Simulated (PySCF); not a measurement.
**From computed data to an observable: chemical shift, span and skew from a shielding tensor**

B(F)(Me)(SH) (CH4BFS), SMILES B(S)(F)C. Atoms are numbered in the order given.

```xyz
8

B     -0.1230    -0.4078     0.0000
F     -1.3994    -0.8013     0.0000
C      1.0037    -1.4964     0.0000
H      0.8783    -2.1487    -0.8824
H      2.0298    -1.1038     0.0000
H      0.8783    -2.1487     0.8824
S      0.1206     1.3920     0.0000
H      1.4712     1.3580     0.0000
```
Charge 0, spin multiplicity 1.

The structure is a stationary point at B3LYP-D3(BJ)/def2-SVP. The values are those of a single conformer.

GIAO shieldings from PBE0/pcSseg-1 in PySCF, non-relativistic, no solvent. The symmetric part of the tensor of C3 has the principal values 164.7, 168.6, 192.2 ppm. The same nucleus in TMS has σ = 186.3 ppm at this level (PySCF, at its B3LYP-D3(BJ)/def2-TZVP geometry).

**Question.** Work out the isotropic shielding, the ¹³C shift against TMS, the span and the skew.

**Answer.** 
σ(iso) = (σ11 + σ22 + σ33)/3 = 175.2 ppm. δ = σ(ref) − σ(iso) = 186.3 − (175.2) = 11.1 ppm.
Span Ω = σ33 − σ11 = 27.5 ppm. Skew κ = 3(σ(iso) − σ22)/Ω = 0.72. Tumbling in solution averages the tensor to δ; in a static solid the shielding alone would spread this spin-1/2 line over Ω.
